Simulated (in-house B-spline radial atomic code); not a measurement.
A fraction x of an electron is removed from 3d in Tc, starting from [Kr] 4d5 5s2 and keeping the highest spin. Computed with a B-spline radial code for spherical atoms: scalar-relativistic (X2C) SCAN, spin-polarised, spherical fractional occupations, Fermi nucleus of rms radius 4.41117 fm.

```csv
x,E(x) - E(0) (eV),3d down level (eV)
0,0.0000,-251.644
0.11,27.8617,-254.937
0.21,?,?
0.26,66.4429,-259.497
0.5,129.6136,-266.956
0.51,132.2847,-267.271
0.64,167.2977,-271.398
0.83,219.4424,-277.516
0.96,?,?
1,267.0928,-283.088
```

**Question.** What belongs in the row x = 0.21?

**Answer.** An energy change of 53.5064 eV; 3d down at -257.966 eV.

**Question.** What belongs in the row x = 0.96?

**Answer.** An energy change of 255.7957 eV; 3d down at -281.772 eV.

**Question.** Check Janak's theorem between x = 0.26 and 0.5.

**Answer.** The slope of the energy is 263.21 eV; the orbital levels give 263.23 eV (-ε of the emptying orbital, averaged over the two points).
